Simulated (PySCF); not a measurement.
# First hyperpolarisability: `C#CC#CC(F)(F)F`, C₅HF₃

Molfile (atoms numbered from 1):
```
C5HF3
     RDKit          3D

  9  8  0  0  0  0  0  0  0  0999 V2000
    3.2112   -0.2151   -0.1808 C   0  0  0  0  0  0  0  0  0  0  0  0
    2.0012   -0.1322   -0.1007 C   0  0  0  0  0  0  0  0  0  0  0  0
    0.6374   -0.0398   -0.0078 C   0  0  0  0  0  0  0  0  0  0  0  0
   -0.5715    0.0403    0.0777 C   0  0  0  0  0  0  0  0  0  0  0  0
   -2.0317    0.1362    0.1881 C   0  0  0  0  0  0  0  0  0  0  0  0
   -2.3822    0.8711    1.2416 F   0  0  0  0  0  0  0  0  0  0  0  0
   -2.5795   -1.0689    0.3299 F   0  0  0  0  0  0  0  0  0  0  0  0
   -2.5572    0.6996   -0.8982 F   0  0  0  0  0  0  0  0  0  0  0  0
    4.2816   -0.2884   -0.2517 H   0  0  0  0  0  0  0  0  0  0  0  0
  1  2  3  0
  2  3  1  0
  3  4  3  0
  4  5  1  0
  5  6  1  0
  5  7  1  0
  5  8  1  0
  1  9  1  0
M  END
```

Level of theory: PySCF, quadratic response CAM-B3LYP/def2-TZVPD first hyperpolarisability, Taylor convention, gas phase. Geometry: PBE0-D3(BJ)/def2-SVP.

(1) Give β for the processes computed.

(2) Which lowest excitations, dipole and polarisabilities go with it?

Answers

(1) In au, Taylor convention; the vector part is βᵢ = ⅓ Σⱼ (βᵢⱼⱼ + βⱼᵢⱼ + βⱼⱼᵢ); β∥ is 3/5 of the vector part along the dipole, the dipole points from − to +:
```
                   process  λ (nm)  β vector norm     β∥  β HRS  depolarisation ratio
           static β(0;0,0)       ∞          144.1  -86.5   54.5                  7.30
second harmonic β(−2ω;ω,ω)    1907          148.2  -88.9   56.1                  7.18
         Pockels β(−ω;ω,0)    1907          145.4  -87.3      –                     –
second harmonic β(−2ω;ω,ω)    1064          158.0  -94.8   60.0                  6.91
         Pockels β(−ω;ω,0)    1064          148.5  -89.1      –                     –
```

(2) S1 4.60 eV (f = 0.000); S2 4.80 eV (f = 0.000); S3 4.80 eV (f = 0.000); dipole 2.84 D; isotropic α 66.6 au static, 66.8 au at 1907 nm, 67.4 au at 1064 nm, 67.6 au at 953.5 nm, 70.0 au at 532 nm.
